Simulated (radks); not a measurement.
Task: Al4+, 9 electrons, occupied as [He] 2s2 2p5 (the NIST ground configuration). All-electron calculation, scalar-relativistic Kohn-Sham, r2SCAN, spin-polarised, spherical densities, finite nucleus; open shells are filled with parallel spins first; meta-GGA in the generalised Kohn-Sham scheme; Fermi nuclear charge, rms radius 3.061 fm. Program: a radial shooting solver on a logarithmic mesh with Libxc functionals. Some entries of the table are withheld. Estimate them.

orbital  occ.  eigenvalue (eV)  r(max) (bohr)
1s up       1        -1601.732        0.07838
1s down     1        -1599.775        0.07835
2s up       1        -181.4027            (1)
2s down     1        -177.7308            (2)
2p up       3        -142.1158         0.4154
2p down     2        -137.8593         0.4189

Result: 
(1) 2s up r(max) (bohr): 0.4863
(2) 2s down r(max) (bohr): 0.4884
